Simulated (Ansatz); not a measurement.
Consider the silylene loss: `CB(C)O[SiH3]` → `CB(C)O` + `[SiH2]`.

Calculated with Ansatz (gas phase, PBE0-D4/def2-TZVP geometries, no zero-point term in ΔE). CBS: MP2 limit from def2 TZ/QZ plus the TZ coupled-cluster correction, frozen cores. This one scheme is used for every species. Functionals use def2-TZVPP. One conformer a species, not always the lowest.

`CB(C)O[SiH3]`:

Z-matrix (Å, degrees):
```
C
B 1 1.576
H 1 1.095 2 113.5
H 1 1.092 2 113.1 3 -124.2
H 1 1.098 2 108.4 3 117.9
C 2 1.568 1 122.1 3 145.2
O 2 1.368 1 120.1 3 -35.4
H 6 1.091 2 113.4 1 167.4
H 6 1.094 2 111.7 1 43.5
H 6 1.098 2 108.8 1 -72.5
Si 7 1.649 2 132.7 1 1.4
H 11 1.486 7 110.7 2 -57.9
H 11 1.486 7 110.6 2 63.0
H 11 1.481 7 107.2 2 -177.5
```

`CB(C)O`:

Cartesian coordinates in Å:
```
C 0.636 -0.432 1.280
B 0.293 0.245 -0.093
C -1.031 -0.086 -0.881
O 1.199 1.139 -0.583
H 1.668 -0.262 1.592
H -0.019 -0.025 2.059
H 0.442 -1.509 1.263
H -1.245 0.588 -1.716
H -0.964 -1.101 -1.289
H -1.901 -0.092 -0.218
H 0.922 1.535 -1.413
```

`[SiH2]`:

Cartesian coordinates in Å:
```
Si -0.536 0.086 0.460
H -0.138 0.755 -0.851
H 0.674 -0.841 0.391
```

Task: Is it downhill or uphill in electronic energy at CCSD(T)/CBS, and by how much? (Estimate.)

Result: The calculation gave: Uphill: ΔE = +317.5 kJ/mol.

Task: What do these levels give: PBE0-D4, r2SCANh-D4, BHLYP-D4, B2PLYP, LC-ωPBE, MP2/def2-TZVPP? (Estimate.)

Result: The calculation gave: PBE0-D4 319.7, r2SCANh-D4 336.0, BHLYP-D4 330.8, B2PLYP 313.9, LC-ωPBE 327.7, MP2/def2-TZVPP 331.7 kJ/mol.

Largest T1 diagnostic among the species: 0.014.

At CCSD(T), def2-SVP lies −28.0 kJ/mol from the extrapolated value and def2-TZVPP −7.3 kJ/mol. The D4 term adds +14.1 kJ/mol with B3LYP and +7.8 kJ/mol with PBE0; it sums over pairs of atoms, weighted by their polarisabilities, and B3LYP, whose exchange is more repulsive, gets the larger term.

B3LYP here is the variant with VWN-RPA as its local correlation; programs differ in this.
